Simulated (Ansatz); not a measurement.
The same path of ClH4OSbSi (8 atoms, charge 0, multiplicity 1) was run twice with different band settings. The coordinate that changes most is the dihedral O1–Sb2–Si3–H7.

Level of theory: RKS CAM-B3LYP/def2-SVP in Ansatz.

Relaxed end points:

```xyz
8
Properties=species:S:1:pos:R:3
O -1.529 1.313 -0.379
Sb 0.446 1.438 -0.060
Si 0.620 -1.132 0.083
Cl 0.786 -1.896 -1.844
H -1.784 1.946 -1.062
H 0.322 1.529 1.652
H 1.828 -1.549 0.845
H -0.597 -1.705 0.710
```

```xyz
8
Properties=species:S:1:pos:R:3
O -1.137 1.345 1.073
Sb -0.022 1.383 -0.598
Si 0.274 -1.168 -0.355
Cl 1.715 -1.837 -1.701
H -1.894 1.936 0.974
H 1.467 1.668 0.206
H 0.699 -1.537 1.019
H -1.009 -1.847 -0.673
```

Common settings: spring 5.0 eV/Å²; optimiser quadratic models (default); start path IDPP; force threshold 0.03 eV/Å; iteration limit 60; end points relaxed.

| run | movable images | climbing image |
| --- | --- | --- |
| 1 | 7 | yes |
| 2 | 4 | no |

What does each run give, and how far can it be trusted?

Run 1: converged after 6 iterations, highest image 0.033 eV above the first end. A vibrational analysis at the climbing image gives one clearly imaginary mode, 44i cm⁻¹: a first-order saddle point.
Run 2: converged after 5 iterations, highest image 0.033 eV above the first end. No image climbed, so the highest image needn't sit at the top of the path.
